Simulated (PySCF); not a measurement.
## Telling isomers of C$_{8}$H$_{12}$F$_{2}$O apart by NMR

- GIAO PBE0/pcSseg-1 shieldings
- GFN2-xTB structure
- code: PySCF 2.14.0 with density-fitted response routines
- non-relativistic Hamiltonian, one conformer, rapidly exchanging positions averaged, gas phase

References, each an isolated molecule treated in the same way: ¹H and ¹³C vs TMS. Splittings of carbon signals by F and P are missing where no couplings were computed. Where no couplings were computed, multiplicities follow the n + 1 count of equivalent neighbours, and m marks all less simple cases (inequivalent or close neighbours, rings, F or P nearby). Shifts are as computed. Against solution values, carbons near 30 ppm lie about +3 ppm off and those near 130 ppm about +5 ppm. Of 1211 compounds with measured shifts, 218 miss one by over three times the rms of a fit or turn the order of signals round; such compounds aren't used in these exercises.

(1) Tabulate the signals of `CO[C@@H]1[C@@H]2C[C@@H](F)C[C@@]1(F)C2`, `CC(C)[C@@]1(C(=O)F)C[C@]1(C)F`, `CC(C)[C@H]1C[C@](F)(C(=O)F)C1`, `C/C(C(=O)F)=C(/F)C(C)(C)C` and their relative energies.

(2) What is the quickest way to tell CO[C@@H]1[C@@H]2C[C@@H](F)C[C@@]1(F)C2 from CC(C)[C@H]1C[C@](F)(C(=O)F)C1?

(3) What is the quickest way to tell CO[C@@H]1[C@@H]2C[C@@H](F)C[C@@]1(F)C2 from C/C(C(=O)F)=C(/F)C(C)(C)C?

(4) What is the quickest way to tell CC(C)[C@@]1(C(=O)F)C[C@]1(C)F from CC(C)[C@H]1C[C@](F)(C(=O)F)C1?

Answers

(1) 
| SMILES | carbon types | δC | δH | E rel. (kcal/mol) |
| --- | --- | --- | --- | --- |
| CO[C@@H]1[C@@H]2C[C@@H](F)C[C@@]1(F)C2 | 1×C 3×CH 3×CH2 1×CH3 | 96.7, 91.4, 84.0, 58.5, 39.7, 33.8, 29.7, 29.3 | 5.05 (m, 1H), 3.54 (m, 1H), 3.50 (s, 3H), 2.74 (m, 1H), 2.29 (m, 1H), 2.24 (m, 1H), 2.21 (m, 1H), 1.95 (m, 1H), 1.89 (m, 1H), 1.58 (m, 1H) | 14.2 |
| CC(C)[C@@]1(C(=O)F)C[C@]1(C)F | 3×C 1×CH 1×CH2 3×CH3 | 170.2, 88.1, 39.4, 38.4, 29.0, 20.9, 20.5, 19.4 | 2.32 (m, 1H), 1.83 (m, 3H), 1.54 (d, 3H), 1.21 (d, 3H), 0.94 (m, 1H), 0.56 (m, 1H) | 1.0 |
| CC(C)[C@H]1C[C@](F)(C(=O)F)C1 | 2×C 2×CH 2×CH2 2×CH3 | 175.5, 88.3, 42.1, 41.5, 33.3, 21.0 | 2.78 (m, 2H), 2.26 (m, 2H), 1.62 (m, 1H), 1.29 (m, 1H), 0.93 (d, 6H) | 0.0 |
| C/C(C(=O)F)=C(/F)C(C)(C)C | 4×C 4×CH3 | 191.9, 167.6, 108.1, 39.8, 28.8, 15.0 | 2.15 (s, 3H), 1.35 (s, 9H) | 0.3 |

Energies are electronic energies at PBE0/pcSseg-1 on these geometries, without zero-point or thermal terms, each for the one conformer computed, which needn't be the lowest.

(2) Count the carbon signals: 8 against 6. The first has an sp3 CH bonded to F at 91.4 ppm, the second a carbonyl carbon (C) at 175.5 ppm. Their most deshielded carbons lie at 96.7 and 175.5 ppm. In the proton spectra the most deshielded non-exchanging signals are 5.05 (m, 1H) and 2.78 (m, 2H).

(3) Count the carbon signals: 8 against 6. The first has an sp3 CH bonded to F at 91.4 ppm, the second a β carbon of a C=C–C=O unit (C) at 191.9 ppm. Their most deshielded carbons lie at 96.7 and 191.9 ppm. In the proton spectra the most deshielded non-exchanging signals are 5.05 (m, 1H) and 2.15 (s, 3H).

(4) Count the carbon signals: 8 against 6. The first has a three-membered-ring carbon (C) at 39.4 ppm, the second an sp3 CH2 in a ring at 42.1 ppm. Their most deshielded carbons lie at 170.2 and 175.5 ppm. In the proton spectra the most deshielded non-exchanging signals are 2.32 (m, 1H) and 2.78 (m, 2H).
